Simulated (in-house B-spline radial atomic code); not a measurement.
# RPA and G0W0 on TPSS: the tin ion Sn⁴⁺

Configuration [Kr] 4d10, mean-field start TPSS. Computed with a B-spline radial code for spherical atoms: all electrons, non-relativistic, point nucleus, each spin shell either full or empty, empty states to l = 9 with an (l + 1/2)⁻⁴ tail; G0W0 by contour deformation at full frequency.

Without relativity these are model numbers: it shifts the levels of so heavy an element strongly and can reorder them.

Command:
```bash
python run_gw.py task.json out
```
Settings (radii: box in bohr, nucleus in fm):
```
Z                        50
electrons                46
configuration            [Kr] 4d10
hamiltonian              nr
method                   tpss,tpss
lmax                     9
spin_polarised           False
box_radius               11.96
intervals                52
```

Run time, properties included: 2.2 s on 1 thread of AMD EPYC 7R43 64-Core Processor (shared host).

Energies (hartree):

| term | value |
| --- | --- |
| mean-field total | -6021.79189 |
| Hartree-Fock functional on these orbitals | -6019.75975 |
| direct second order | -4.0198 |
| second-order exchange | 1.1076 |
| SOSEX correction | 1.0367 |

Problem. What is the RPA correlation energy, and what remains with SOSEX?

Solution. RPA gives -3.5612 hartree (-2.11 eV per electron); RPA + SOSEX gives -2.5245, and the second-order doubles -2.9122 hartree (no singles). SOSEX takes back 29 % of the RPA value.

Quasi-particle levels (eV):

| level | occupied | mean field | Σx - vxc | Σc | QP weight | G0W0 |
| --- | --- | --- | --- | --- | --- | --- |
| 4d | yes | -68.43 | -9.98 | ? | ? | ? |
| 5s | no | -44.09 | 6.57 | -1.97 | 0.978 | -39.50 |

G0W0 = mean field + (Σx - vxc) + Σc, with Σc (partial-wave tail included) taken at the quasi-particle energy. Only the outer levels were computed. Levels of low weight are left out.

Problem. Where does G0W0 put 4d?

Solution. At -78.04 eV, with Σc = 0.37 eV and a quasi-particle weight of 0.947. The tabulated removal energy is 77.03 ± 0.04 eV (NIST, measured); the calculation leaves out relativity, Breit and QED terms, and what these don't explain is the method's own error.
